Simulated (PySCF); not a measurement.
## Stretching TeH

Set-up: PySCF, scalar-relativistic core potentials, basis sets Te cc-pVTZ-PP with ECP28, H cc-pVTZ. Energies in eV from Te + H in their ground configurations at the same level. State: ²Π (doublet), unpaired electrons π ↑.

All columns are PBE0. A positive dipole means Te(−)H(+).

| R (Å) | E (eV) | μ (D) | Mulliken charge on Te (basis-dependent) | HOMO (eV) | LUMO (eV) | Mayer bond order | ⟨S²⟩ |
| --- | --- | --- | --- | --- | --- | --- | --- |
| 1.431 | -2.261 | 0.41 | -0.09 | -6.43 | -4.23 | 1.00 | 0.75 |
| 1.498 | -2.613 | 0.34 | -0.07 | -6.42 | -4.22 | 1.00 | 0.75 |
| 1.564 | -2.814 | 0.27 | -0.05 | -6.41 | -4.21 | 1.01 | 0.75 |
| 1.614 | -2.888 | 0.22 | -0.04 | -6.41 | -4.21 | 1.01 | 0.75 |
| 1.664 | -2.909 | 0.17 | -0.03 | -6.41 | -4.21 | 1.01 | 0.75 |
| 1.714 | -2.888 | 0.12 | -0.02 | -6.41 | -4.21 | 1.01 | 0.75 |
| 1.780 | -2.808 | 0.06 | -0.02 | -6.41 | -4.21 | 1.00 | 0.75 |
| 1.864 | -2.648 | -0.02 | -0.01 | -6.42 | -4.21 | 1.00 | 0.75 |
| 1.964 | -2.396 | -0.11 | -0.01 | -6.43 | -4.22 | 1.00 | 0.76 |
| 2.097 | -2.005 | -0.23 | 0.00 | -6.45 | -4.24 | 0.99 | 0.76 |

A fit through these points gives, at Re = 1.662 Å, μ = 0.17 D and dμ/dR = -0.990 D/Å; the reduced mass is 1.0 u.

**Question.** How strong is the fundamental in the double-harmonic approximation, I = 42.26·(dμ/dR)²/μred km/mol?

**Answer.** I = 42.26·(-0.990)²/1.0 = 41.4 km/mol at PBE0.

Spin–orbit coupling is left out, which matters for elements this heavy, above all for dissociation energies. The state was picked by a PBE0 search and need not be the measured ground state.
